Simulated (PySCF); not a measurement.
Cl$_{3}$Y, singlet, geometry from GFN2-xTB (such geometries of metal compounds can be far from the true shape) (all electrons, no relativity).

Input for PySCF:
```python
from pyscf import gto, scf, dft

mol = gto.M(
    atom='''
Y     0.23273299    0.60598762    0.37640734
Cl    1.71306890   -0.82911873   -0.86829729
Cl   -0.87640660   -1.25795858    1.42317771
Cl   -1.37057916    0.69687040   -1.41840315
''',
    basis='3-21g',
    verbose=4,
)

mf = dft.RKS(mol)
mf.xc = 'm06'
mf.kernel()
```

### Question
Give the total energy at the level M06/3-21G in PySCF.

### Answer
-4691.7134 Eh

### Question
Predict the Mulliken (on the basis functions themselves) charges in atom order from M06/3-21G.

### Answer
Y1 1.16, Cl2 -0.39, Cl3 -0.39, Cl4 -0.39

### Question
What is the computed HOMO energy (M06/3-21G)?

### Answer
-8.32 eV

### Question
Give the nuclear repulsion energy at the level M06/3-21G.

### Answer
568.7092 Eh

### Question
Predict the HOMO-LUMO gap from M06/3-21G.

### Answer
5.43 eV
